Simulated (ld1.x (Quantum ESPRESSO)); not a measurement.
**u(r) = r·R(r): atom against pseudo-atom (praseodymium (Pr))**

Columns: radius, all-electron u(r) and pseudo u(r) of the 6p shell (level -1.70 eV) of praseodymium in the configuration [Xe] 4f2 5d1 6s1.5 6p0.5; LDA (PZ), scalar-relativistic, TM semilocal scheme, ld1.x (Quantum ESPRESSO) 7.5.

| r (bohr) | all-electron | pseudo |
| --- | --- | --- |
| 0.190 | -0.0807 | 0.0031 |
| 0.380 | 0.0682 | 0.0119 |
| 0.570 | 0.1110 | 0.0254 |
| 0.760 | 0.0065 | 0.0423 |
| 0.950 | -0.1109 | 0.0606 |
| 1.140 | -0.1830 | 0.0788 |
| 1.330 | -0.2033 | 0.0957 |
| 1.520 | -0.1826 | 0.1111 |
| 1.710 | -0.1353 | 0.1253 |
| 1.900 | -0.0730 | 0.1395 |
| 2.090 | -0.0045 | 0.1551 |
| 2.280 | 0.0645 | 0.1739 |
| 2.470 | 0.1304 | 0.1972 |
| 2.660 | 0.1910 | 0.2260 |
| 2.850 | 0.2454 | 0.2600 |
| 3.040 | 0.2931 | 0.2973 |
| 3.230 | 0.3342 | 0.3348 |
| 3.420 | 0.3688 | 0.3688 |
| 3.610 | 0.3974 | 0.3974 |
| 3.800 | 0.4204 | 0.4204 |
| 3.990 | 0.4382 | 0.4382 |
| 4.180 | 0.4513 | 0.4513 |
| 4.370 | 0.4602 | 0.4602 |
| 4.560 | 0.4653 | 0.4653 |
| 4.750 | 0.4671 | 0.4671 |
| 4.940 | 0.4660 | 0.4660 |

(1) How many radial nodes do the two functions have?

(2) At about which radius was the pseudo-wave matched?

(3) Where does each function peak?

(4) Is the pseudo-wave norm-conserving?

Answers

(1) The all-electron 6p function has n − l − 1 = 4 (the table is too coarse to show those close to the nucleus); the pseudo-wave has 0, since the states of the same l below it are removed with the core.

(2) 3.55 bohr, where the columns begin to agree (steps of 0.19 bohr).

(3) Outermost all-electron maximum near 4.75 bohr, pseudo maximum near 4.75 bohr (to the table’s step).

(4) Yes: the TM semilocal scheme keeps the norm inside the radius equal to the all-electron one, which fixes the energy derivative of the logarithmic derivative at the level.
